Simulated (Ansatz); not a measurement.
`C[N]=[Mo](=[O])([OH])[F]` + HCl → `C[N]=[Mo](=[O])([F])[Cl]` + H₂O at 500 K and 1 bar (ligand exchange at a Mo–O bond).

Program: Ansatz. Geometries: PBE0-D4/def2-TZVP. ΔE: electronic, gas phase. CCSD(T)/CBS is the MP2 limit (def2-TZVPP, def2-QZVPP) plus CCSD(T) − MP2 in def2-TZVPP, frozen cores. This one scheme is used for every species. def2 core potentials past Kr. For Mo outer-core shells are correlated without core-valence functions, which leaves a few kJ/mol of doubt a bond. One conformer a species, not always the lowest.

```
                   species  CCSD(T)/CBS energy (Eh)  H − E (kJ/mol)  S (J/(mol·K))
`C[N]=[Mo](=[O])([OH])[F]`               -413.57520           212.6          443.1
                       HCl               -460.38127            32.5          201.9
`C[N]=[Mo](=[O])([F])[Cl]`               -797.59379           178.3          444.3
                       H₂O                -76.37941            73.2          206.3
```

H − E and S are ideal-gas, rigid-rotor, harmonic terms from PBE0-D4/def2-TZVP, for one conformer and one mirror image of each species. 1 Eh = 2625.50 kJ/mol, R = 8.31446 J/(mol·K).

Problem. By hand: ΔE, ΔH, ΔS and ΔG.

Solution. ΔE = (-797.59379) + (-76.37941) − (-413.57520) − (-460.38127) = -0.01673 Eh = -43.9 kJ/mol. Δ(H − E) = 178.3 + 73.2 − 212.6 − 32.5 = 6.4, so ΔH = -37.5 kJ/mol. ΔS = 444.3 + 206.3 − 443.1 − 201.9 = 5.6 J/(mol·K). ΔG = -37.5 − 500 × (5.6)/1000 = -40.3 kJ/mol.

Problem. By hand: the equilibrium constant, and the temperature at which ΔG would vanish if ΔH and ΔS stayed fixed.

Solution. log₁₀ K = −ΔG/(RT ln 10) = 4.2. ΔH and −TΔS have one sign here, so there is no such temperature.

The number of gas molecules stays the same, so ΔS is small and ΔH decides. A doubt of 5 kJ/mol in ΔE shifts log₁₀ K by 0.5 here. Other conformers and mirror images would add mixing entropy, several J/(mol·K) or more a flexible species. These are equilibria of isolated gas molecules and say nothing of rates. Largest T1 diagnostic: 0.022 (customary marks: 0.02 for closed shells, 0.045 for open ones).

ΔS is within the doubt of such terms, so its sign, and with it that verdict, could turn.
